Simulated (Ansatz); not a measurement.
Born–Oppenheimer molecular dynamics of AlClFH2N (6 atoms, charge 0, multiplicity 1). It goes on from the last frame of an earlier run, with new velocities.

Theory: Ansatz, RKS r2SCANh/def2-SVP.

| Quantity | Value |
| --- | --- |
| ensemble | NVT, Langevin thermostat |
| time step | 0.5 fs |
| steps asked | 100 |
| set temperature | 300 K |
| friction | 0.001 /fs |
| seed | 434335 |

First frame:

```xyz
6
Properties=species:S:1:pos:R:3
Al -0.008 -0.104 0.012
Cl 0.047 -0.582 2.001
N 1.530 0.060 -0.830
H 2.455 -0.004 -0.552
H 1.600 -0.086 -1.885
F -1.163 0.802 -0.837
```

Problem. How far do the bonds stretch over the last three quarters of this one trajectory? (Pairs bonded in most of those frames.)

Solution. 
```
   bond  mean (Å)  spread (Å)  shortest  longest
Al1–Cl2     2.144       0.043      2.05     2.20
 Al1–N3     1.762       0.035      1.71     1.82
 Al1–F6     1.669       0.033      1.62     1.71
  N3–H4     1.028       0.055      0.94     1.10
  N3–H5     1.015       0.026      0.97     1.05
```

Mean temperature of the second half: 600 K. The mean temperature of the second half is 100 % above the set value. A run of 0.05 ps of so small a system gives no equilibrium averages.

The run took 7.2 min on 1 thread of Arm Neoverse V1, with other jobs on the host, peak memory 0.15 GiB.
